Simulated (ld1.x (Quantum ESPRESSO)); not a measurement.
# Which change was made? (Pd, TM)

| Property | Result |
| --- | --- |
| Element | Pd |
| Generator | ld1.x (Quantum ESPRESSO) 7.5 |
| Type | norm-conserving Troullier–Martins (Kleinman–Bylander form) |
| Functional | PBE |
| Relativity | scalar-relativistic |
| Frozen core | [Kr] |
| Valence charge | 10 |
| Reference configuration | 4d10 5s0 5p0 |
| Partial waves | 5s (bound, empty): rc 2.65 bohr; 4d (bound): rc 1.20 bohr; 5p (bound, empty): rc 3.30 bohr |
| Local potential | the p channel |
| Core correction | a·sin(br)/r model core inside 0.60 bohr |

Cutoffs, loose and tight: the cutoffs (Ry, on a coarse ladder) from which the occupation-weighted sum of valence levels, in a spherical-Bessel basis at the reference potential, stays within 10 and 1 mRy of its value at 400 Ry. They do not see the model core or the augmentation charge, which bear on the density cutoff. Test errors are all-electron minus pseudo excitation energies from the reference, over the configurations 4d9 5s0 5p0; 4d8 5s0 5p0; 4d7 5s0 5p0; 4d9.5 5s0 5p0; 4d8 5s1 5p0; 4d9 5s1 5p0; 4d6 5s0 5p0; variants that change the core or the reference have their own tests. The largest error is taken over the tests solved by every variant that gives reliable tests at all, those not shown here included: 4d6 5s0 5p0; 4d7 5s0 5p0; 4d8 5s0 5p0; 4d8 5s1 5p0; 4d9 5s0 5p0; 4d9 5s1 5p0.

The base gives: outcome: generated; cutoff, loose: 70 Ry; cutoff, tight: 90 Ry; bound ghosts: none; largest test error (meV): -3681.

After one change the result is: outcome: generated; cutoff, loose: 160 Ry; cutoff, tight: 260 Ry; bound ghosts: none; largest test error (meV): -3662. Which change was it?
A. all radii but the core radius scaled by about 0.82 (s 2.16, p 2.70, d 0.98 bohr)
B. all radii but the core radius scaled by about 1.40 (s 3.72, p 4.64, d 1.68 bohr)
C. all radii but the core radius scaled by about 0.90 (s 2.38, p 2.96, d 1.08 bohr)

A. The others give: all radii but the core radius scaled by about 0.90 (s 2.38, p 2.96, d 1.08 bohr) → outcome: generated; cutoff, loose: 90 Ry; cutoff, tight: 140 Ry; bound ghosts: none; largest test error (meV): -3645 | all radii but the core radius scaled by about 1.40 (s 3.72, p 4.64, d 1.68 bohr) → outcome: generated; cutoff, loose: 60 Ry; cutoff, tight: 90 Ry; bound ghosts: s; largest test error (meV): -3812.
